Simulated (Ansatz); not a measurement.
`O=CC[SiH3]` + `CSBCl` → `CSB[SiH3]` + `O=CCCl`  (formal exchange of groups at the Si–C bond)

Gas-phase electronic energies from Ansatz, PBE0-D4/def2-TZVP geometries. CBS: MP2 limit from def2 TZ/QZ plus the TZ coupled-cluster correction, frozen cores. Each species was taken in one conformer, which may not be the lowest.

```csv
level,ΔE (kcal/mol)
CCSD/def2-SVP,40.7
MP2/def2-QZVPP,39.9
```

Question: What does CCSD(T)/CBS give? (An estimate is asked.)

Answer: Computed: +37.3 kcal/mol. The listed levels differ from it by 3.4, 2.6 kcal/mol.

Largest T1 diagnostic among the species: 0.015.

Leaving LDA and LC-ωPBE aside and taking each functional with its dispersion term where it has one, the values, not all of them listed here, spread over 3.6 kcal/mol, from revPBE-D4 to ωB97M-V. LDA lies +1.6 kcal/mol from PBE without D4. At CCSD(T), def2-SVP lies +3.1 kcal/mol from the extrapolated value and def2-TZVPP +0.2 kcal/mol.
